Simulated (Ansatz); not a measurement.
The cluster Ti2S2⁺. The state is a doublet with charge 1. Geometry PBE-D4/def2-SVP, that of the neutral singlet; atoms count from 1.

```xyz
4

Ti   -0.539   -0.981   -0.353
Ti    0.755    0.380    0.814
S     1.285   -0.060   -1.355
S    -1.501    0.661    0.894
```

The charge 1 doublet is spin-contaminated (final ⟨S²⟩ up to 1.02, 0.75 for a pure state). The structure comes from a short search, and lower isomers may exist.

**Question.** Estimate the Mulliken populations from the PBE0/def2-TZVP orbitals of Ansatz.

**Answer.** 
```csv
atom,charge (e),spin (α − β),d electrons
Ti1,0.84,1.20,2.54
Ti2,0.84,-0.06,2.53
S3,-0.34,-0.07,–
S4,-0.34,-0.07,–
```
Mulliken values and Mayer orders depend strongly on the basis.

**Question.** Where does the spin sit?

**Answer.** Summed by element: Ti 1.13, S -0.13, of 1 unpaired in all. Largest on single atoms: Ti1 1.20, S4 -0.07, S3 -0.07.

**Question.** And the Mayer bond orders between bonded heavy atoms (over 0.3)?

**Answer.** Ti1–Ti2 1.42 (2.21 Å); Ti1–S3 1.20 (2.28 Å); Ti1–S4 1.20 (2.28 Å); Ti2–S3 1.23 (2.28 Å); Ti2–S4 1.23 (2.28 Å).
